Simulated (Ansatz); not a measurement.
Si₅Mo₂⁺, relaxed as a doublet with UKS r2SCAN-D4/def2-SVP in Ansatz, starting from the GFN1-xTB geometry. Force threshold 0.02 eV/Å.

In the def2 sets Mo takes a core potential; there is no spin–orbit coupling. The charge 1 doublet is spin-contaminated (final ⟨S²⟩ up to 1.88, 0.75 for a pure state). Another isomer (doublet) lies 0.96 eV lower at PBE0-D4/def2-TZVP; other spin states weren't run for this one.

Start:

```xyz
7

Mo   -1.101    2.050   -1.330
Mo   -2.039    0.931    0.606
Si   -1.271   -1.329   -0.321
Si    2.463    0.021    0.628
Si    0.773    0.298   -1.099
Si    0.983   -1.947    0.037
Si    0.192   -0.023    1.480
```

```tsv
step	energy (eV)	largest force component (eV/Å)	SCF passes
1	-43076.0622	1.681	129
2	-43076.7487	1.160	46
3 (rejected)	-43076.7449	2.086	49
4	-43076.8649	0.509	44
5	-43076.9159	0.290	42
6	-43076.9705	0.198	40
7	-43077.0364	0.422	45
8	-43077.0608	0.462	42
9	-43077.0898	0.190	39
10	-43077.1051	0.088	44
11	-43077.1071	0.035	34
12	-43077.1073	0.013	35
```

Force components are those of the run's own axes.

End:

Cartesian coordinates in Å:
```
Mo -1.405 1.407 -1.582
Mo -1.688 1.219 0.553
Si -1.164 -1.017 -0.356
Si 2.419 -0.210 0.581
Si 0.734 0.708 -0.666
Si 0.960 -1.914 -0.187
Si 0.144 -0.193 1.658
```

Bonds formed: Mo1–Si3 (atoms count from 1).

No frequencies were taken in this run, so the end may be a saddle point.

Hardware: 4 threads of Arm Neoverse N1 on a shared host. Wall time 4.3 min.
